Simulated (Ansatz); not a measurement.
`C=C[SiH2]Cl` → `Cl[SiH]1CC1`  (isomerisation)

Calculated with Ansatz (gas phase, PBE0-D4/def2-TZVP geometries, no zero-point term in ΔE). CCSD(T)/CBS is the MP2 limit (def2-TZVPP, def2-QZVPP) plus CCSD(T) − MP2 in def2-TZVPP, frozen cores. DFT in def2-TZVPP. HSE06 is defined as in plane-wave codes. One conformer a species, not always the lowest.

(1) Is it downhill or uphill in electronic energy at CCSD(T)/CBS, and by how much? (Estimate.)

(2) What do these levels give: LDA (SPW92), revPBE-D4, B97M-V, r2SCANh-D4, r2SCAN0-D4, HSE06-D4, PBE-QIDH, HF/def2-SVP, MP2/def2-TZVPP, SCS-MP2/def2-TZVPP, MP2/def2-QZVPP, CCSD/CBS(def2)? (An estimate is asked.)

Largest T1 diagnostic among the species: 0.010.

Answers

(1) Computed: Uphill: ΔE = +43.3 kJ/mol.

(2) The calculation gave: LDA (SPW92) 5.0, revPBE-D4 29.9, B97M-V 28.6, r2SCANh-D4 27.2, r2SCAN0-D4 26.4, HSE06-D4 23.8, PBE-QIDH 25.9, HF/def2-SVP 72.6, MP2/def2-TZVPP 34.2, SCS-MP2/def2-TZVPP 45.3, MP2/def2-QZVPP 33.8, CCSD/CBS(def2) 45.0 kJ/mol.

Leaving LDA and LC-ωPBE aside and taking each functional with its dispersion term where it has one, the values, not all of them listed here, spread over 28.2 kJ/mol, from PBE0-D4 to BLYP-D4. LDA lies −19.6 kJ/mol from PBE without D4. In def2-TZVPP, CCSD(T) changes the Hartree–Fock value by −29.4 kJ/mol (the triples alone add −1.7 kJ/mol) and MP2 by −39.2 kJ/mol.
